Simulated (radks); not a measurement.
Task: In3+, 46 electrons, occupied as [Kr] 4d10 (the NIST ground configuration). Calculated with a radial shooting solver on a logarithmic mesh with Libxc functionals: Dirac Kohn-Sham, PBEsol, spin-unpolarised, spherical densities, point nucleus. Some entries of the table are withheld. Estimate them.

orbital  occ.  eigenvalue (hartree)  <r> (bohr)
1s1/2       2             -1019.864     0.02972
2s1/2       2                   (1)      0.1282
2p1/2       2                   (2)      0.1085
2p3/2       4                   (3)      0.1138
3s1/2       2             -30.02093      0.3486
3p1/2       2             -25.87817      0.3396
3p3/2       4             -24.47952      0.3507
3d3/2       4             -17.14569      0.3224
3d5/2       6             -16.85903      0.3259
4s1/2       2              -5.47805      0.8479
4p1/2       2                   (4)      0.9003
4p3/2       4                   (5)      0.9304
4d3/2       4              -1.77847       1.142
4d5/2       6              -1.74575       1.156

Result: 
(1) 2s1/2 eigenvalue (hartree): -153.5933
(2) 2p1/2 eigenvalue (hartree): -143.3284
(3) 2p3/2 eigenvalue (hartree): -135.5848
(4) 4p1/2 eigenvalue (hartree): -4.12413
(5) 4p3/2 eigenvalue (hartree): -3.87867
